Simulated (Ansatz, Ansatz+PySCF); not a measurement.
```json
{"atom": "Li", "x (Å)": "0.0000", "y (Å)": "0.0000", "z (Å)": "0.0000"}
{"atom": "F", "x (Å)": "30.0000", "y (Å)": "0.0000", "z (Å)": "0.0000"}
```

Basis set: STO-3G (spherical functions). Correlated methods keep 1 orbital frozen. Charge 0, multiplicity 1.

Computed with Ansatz (development build ahead of 0.2.0); each method stands on the lowest determinant of its kind that the runs found. Restricted open shells among the atoms or ions are ROHF, correlated in semicanonical orbitals with singles.

Task: Give the atomization energy at this shape (free ground-state atoms in the same class of orbitals less the molecule, no zero-point energy) of singlet LiF in separate pieces by RHF-CCSDT(Q), UHF-CCSD(T), UHF-MP2, UHF, RHF.

Result:

```csv
method,atomization energy
RHF-CCSDT(Q),0.00 kcal/mol
UHF-CCSD(T),0.00 kcal/mol
UHF-MP2,0.00 kcal/mol
UHF,0.00 kcal/mol
RHF,-191.47 kcal/mol
```

Caution for RHF-CCSDT(Q): a plain start can end on a higher determinant; large amplitudes, a single reference is doubtful; the amplitudes may be one of several solutions. Caution for RHF-CCSDT(Q), RHF: an unrestricted determinant lies well below. Caution for UHF-CCSD(T), UHF-MP2: bonds are stretched, where a single reference can fail. Caution for UHF-CCSD(T), UHF-MP2, UHF: the determinant breaks the point group; the unrestricted determinant is a mixture of spin states. Caution for RHF: the molecule lies well above its atoms at this level.

This basis has no polarisation functions and is too small for such energies, which can lie far from measured ones in either direction.
